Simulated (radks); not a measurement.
Radial electron density D(r) = 4 pi r^2 rho(r) of an atom or ion with 62 electrons. Calculated with a radial shooting solver on a logarithmic mesh with Libxc functionals: scalar-relativistic Kohn-Sham, LDA (Slater exchange, Perdew-Wang correlation), spin-polarised, spherical densities, finite nucleus; Fermi nuclear charge, rms radius of each element as measured or else 0.836 A^(1/3) + 0.57 fm.

r (bohr),D(r) (e/bohr),spin D(r)
0.001338,6.200,-0.00000504
0.001888,10.66,-0.00000860
0.002663,17.80,-0.0000142
0.003756,28.55,-0.0000224
0.005299,43.28,-0.0000331
0.007474,60.66,-0.0000445
0.01063,76.66,-0.0000532
0.01499,83.81,-0.0000598
0.02115,79.60,-0.000101
0.02983,74.00,-0.000343
0.04208,85.14,-0.00130
0.05935,107.6,-0.00369
0.08372,105.0,-0.00255
0.119,83.75,0.0536
0.1679,93.94,0.390
0.2369,85.72,1.56
0.3341,44.29,4.08
0.4713,45.63,6.91
0.6648,39.20,7.38
0.9377,17.82,5.30
1.333,10.30,2.59
1.881,4.938,0.789
2.653,1.047,0.138
3.742,0.09478,0.0306
5.279,0.05388,0.0528
7.446,0.01126,0.0113
10.5,0.04262,0.0426
14.94,0.1122,0.112
21.07,0.01327,0.0133

What is the nuclear charge?

Answer. Z = 63. The innermost maximum, from 1s, lies near gamma/Z bohr with gamma = sqrt(1 - (Z/c)^2) = 0.888, here 0.0141 bohr (found: 0.0155), and its height grows with Z. The density is that of the europium ion Eu+ in [Xe] 4f7 7d1; the configuration itself is not fixed sharply by these data, and Z only to a few units. D(r) has 6 maxima, at r = 0.0155, 0.0691, 0.192, 0.531, 5.28, 13.8 bohr, and minima at 0.0296, 0.127, 0.380, 4.53 bohr, inside which lie 1.94, 11.19, 29.25, 61.04 electrons.
